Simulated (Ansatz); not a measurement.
C₆H₁₈Cl₂Si₃⁺, that is SiCl2(SiMe3)2 with one electron fewer, relaxed as a doublet with UKS PBE0-D4/def2-SVP in Ansatz, starting from the PBE0-D4/def2-SVP geometry of the neutral singlet. Force threshold 0.03 eV/Å.

The relaxation made no stability test and no search for a lower SCF solution.

Start:

Cartesian coordinates in Å:
```
Si 0.029 0.294 1.097
Cl -1.615 0.949 2.238
Cl 1.721 0.285 2.350
Si 0.416 1.969 -0.495
C 0.618 3.572 0.467
C 1.989 1.531 -1.434
C -1.076 2.042 -1.643
H 0.800 4.425 -0.206
H 1.465 3.493 1.167
H -0.289 3.780 1.056
H 2.827 1.395 -0.733
H 1.870 0.598 -2.008
H 2.261 2.331 -2.142
H -1.188 1.108 -2.216
H -1.999 2.199 -1.063
H -0.980 2.871 -2.363
Si -0.411 -1.948 0.575
C 1.062 -2.633 -0.378
C -0.634 -2.832 2.219
C -1.988 -2.008 -0.454
H 0.937 -3.710 -0.577
H 1.990 -2.498 0.201
H 1.188 -2.122 -1.346
H 0.278 -2.742 2.829
H -1.465 -2.383 2.785
H -0.850 -3.903 2.072
H -2.813 -1.512 0.081
H -1.857 -1.501 -1.423
H -2.289 -3.050 -0.654
```

```csv
step,energy (eV),largest force component (eV/Å),SCF passes
1,-55146.0173,2.285,20
2,-55146.4301,0.377,21
3,-55146.4957,0.235,19
4,-55146.5083,0.091,20
5 (rejected),-55146.5026,0.212,21
6,-55146.5105,0.016,16
7,-55146.5127,0.035,20
8,-55146.5145,0.029,19
```

Force components are those of the run's own axes.

End:

```xyz
29

Si    0.019    0.351    1.296
Cl   -1.615    0.979    2.362
Cl    1.689    0.332    2.486
Si    0.410    1.935   -0.569
C     0.610    3.483    0.454
C     1.969    1.332   -1.385
C    -1.138    1.874   -1.597
H     0.809    4.318   -0.244
H     1.460    3.413    1.149
H    -0.301    3.725    1.020
H     2.782    1.198   -0.656
H     1.821    0.392   -1.936
H     2.298    2.095   -2.113
H    -1.231    0.936   -2.163
H    -2.040    2.016   -0.983
H    -1.102    2.700   -2.329
Si   -0.412   -1.956    0.496
C     1.126   -2.440   -0.431
C    -0.612   -2.768    2.164
C    -1.975   -1.832   -0.504
H     1.073   -3.522   -0.651
H     2.033   -2.270    0.170
H     1.225   -1.912   -1.390
H     0.302   -2.695    2.772
H    -1.457   -2.348    2.729
H    -0.819   -3.839    1.988
H    -2.776   -1.330    0.058
H    -1.825   -1.312   -1.460
H    -2.322   -2.855   -0.733
```

By distances, no bond broke or formed. The bond that changes most is Si1–Si17, from 2.34 to 2.48 Å (atoms count from 1).

The force fell under the threshold at step 6, but the optimiser went on and released 0.004 eV more. No frequencies were taken in this run, so the end may be a saddle point.

Hardware: 4 threads of Arm Neoverse V1 on a shared host. Wall time 2.7 min, peak host memory 1.5 GiB.
